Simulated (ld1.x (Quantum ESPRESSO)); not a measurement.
**Which change was made? (Cr, RRKJ)**

chromium (Cr), norm-conserving RRKJ (Kleinman–Bylander form), made with ld1.x (Quantum ESPRESSO) 7.5 (PBEsol, scalar-relativistic). Core [Ne], reference 3s2 3p6 3d4 4s2 4p0. Waves: 3p (bound): rc 1.00 bohr; 3d (bound): rc 0.95 bohr; 3s (bound): rc 1.20 bohr. Local part: the s channel. Core correction: none. rho0 = 0.01.

Occupied shells without a wave of their own: 4s. They enter only through the test configuration that unscreens the potential.

Cutoffs, loose and tight: the cutoffs (Ry, on a coarse ladder) from which the occupation-weighted sum of valence levels, in a spherical-Bessel basis at the reference potential, stays within 10 and 1 mRy of its value at 400 Ry. They do not see the model core or the augmentation charge, which bear on the density cutoff. Test errors are all-electron minus pseudo excitation energies from the reference, over the configurations 3s2 3p6 3d5 4s1 4p0; 3s2 3p6 3d5 4s0 4p0; 3s2 3p6 3d4 4s0 4p0; 3s2 3p5 3d5 4s1 4p0; 3s2 3p6 3d4 4s1 4p0; 3s2 3p6 3d6 4s0 4p0; 3s2 3p6 3d4 4s1 4p1; variants that change the core or the reference have their own tests.

The base gives: outcome: generated, misses its reference levels by 0.25 eV; cutoff, loose: 160 Ry; cutoff, tight: 230 Ry; bound ghosts: none; largest test error (meV): -839.

**Question.** After one change the result is: outcome: generated, misses its reference levels by 1.14 eV; cutoff, loose: 160 Ry; cutoff, tight: 230 Ry; bound ghosts: none; largest test error (meV): -3831. Which change was it?
A. wave 3s (bound): rc 1.20 bohr becomes 3s (bound): rc 1.62 bohr
B. wave 3s (bound): rc 1.20 bohr becomes 3s (bound): rc 1.78 bohr
C. wave 3s (bound): rc 1.20 bohr becomes 3s (bound): rc 1.02 bohr
D. wave 3s (bound): rc 1.20 bohr becomes 3s (bound): rc 1.16 bohr
E. wave 3s (bound): rc 1.20 bohr becomes 3s (bound): rc 0.88 bohr

**Answer.** A. The others give: wave 3s (bound): rc 1.20 bohr becomes 3s (bound): rc 1.16 bohr → outcome: generated, misses its reference levels by 0.21 eV; cutoff, loose: 160 Ry; cutoff, tight: 230 Ry; bound ghosts: none; largest test error (meV): -717 | wave 3s (bound): rc 1.20 bohr becomes 3s (bound): rc 1.78 bohr → outcome: generated, misses its reference levels by 1.58 eV; cutoff, loose: 160 Ry; cutoff, tight: 230 Ry; bound ghosts: none; largest test error (meV): -5243 | wave 3s (bound): rc 1.20 bohr becomes 3s (bound): rc 1.02 bohr → outcome: generated; cutoff, loose: 160 Ry; cutoff, tight: 230 Ry; bound ghosts: none; largest test error (meV): -319 | wave 3s (bound): rc 1.20 bohr becomes 3s (bound): rc 0.88 bohr → outcome: generated; cutoff, loose: 180 Ry; cutoff, tight: 300 Ry; bound ghosts: none; largest test error (meV): -144.
